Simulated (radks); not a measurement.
Ag13+, configuration [Ar] 3d10 4s2 4p4. Method: non-relativistic Kohn-Sham, TPSS, spin-polarised, spherical densities, point nucleus; open shells are filled with parallel spins first (spin-orbit coupling, left out, can overturn this in heavy ions); meta-GGA in the generalised Kohn-Sham scheme; relativity is left out, which matters for an element this heavy; computed with a radial shooting solver on a logarithmic mesh with Libxc functionals. Some entries of the table are withheld. Estimate them.

| orbital | occ. | eigenvalue (eV) | <1/r> (bohr^-1) |
|---|---|---|---|
| 1s up | 1 | -24856.19 | 46.49 |
| 1s down | 1 | -24855.55 | 46.49 |
| 2s up | 1 | -3841.248 | 10.58 |
| 2s down | 1 | -3841.001 | 10.58 |
| 2p up | 3 | -3593.793 | 10.58 |
| 2p down | 3 | -3593.258 | 10.58 |
| 3s up | 1 | -937.0605 | 3.789 |
| 3s down | 1 | -936.5035 | 3.788 |
| 3p up | 3 | -837.2069 | (1) |
| 3p down | 3 | -836.4997 | (2) |
| 3d up | 5 | (3) | 3.557 |
| 3d down | 5 | (4) | 3.559 |
| 4s up | 1 | -346.7894 | 1.624 |
| 4s down | 1 | -342.0988 | 1.625 |
| 4p up | 3 | -311.4631 | 1.553 |
| 4p down | 1 | -306.9229 | 1.552 |

Answer. 
(1) 3p up <1/r> (bohr^-1): 3.706
(2) 3p down <1/r> (bohr^-1): 3.705
(3) 3d up eigenvalue (eV): -654.3110
(4) 3d down eigenvalue (eV): -653.5353
